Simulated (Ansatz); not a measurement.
Consider the cleavage of the B–Si bond: `CB[SiH2][SiH2]Cl` + `FCS` → `CBSCF` + `[SiH3][SiH2]Cl`.

Program: Ansatz. Geometries: PBE0-D4/def2-TZVP. ΔE: electronic, gas phase. CCSD(T)/CBS adds triple-zeta CCSD(T) − MP2 to the extrapolated MP2 energy (def2 sets, frozen cores). DFT in def2-TZVPP. Each species was taken in one conformer, which may not be the lowest.

```json
{"level": "ωB97M-V", "ΔE (eV)": "-1.12"}
{"level": "HF/def2-QZVPP", "ΔE (eV)": "-1.16"}
```

What does CCSD(T)/CBS give? (Estimate.)

Computed: -1.12 eV. The listed levels differ from it by 0.00, -0.04 eV.

Largest T1 diagnostic among the species: 0.013.

The D4 term adds +0.04 eV with B3LYP and +0.03 eV with PBE0; it sums over pairs of atoms, weighted by their polarisabilities, and B3LYP, whose exchange is more repulsive, gets the larger term.

B3LYP here is the variant with VWN-RPA as its local correlation; programs differ in this.
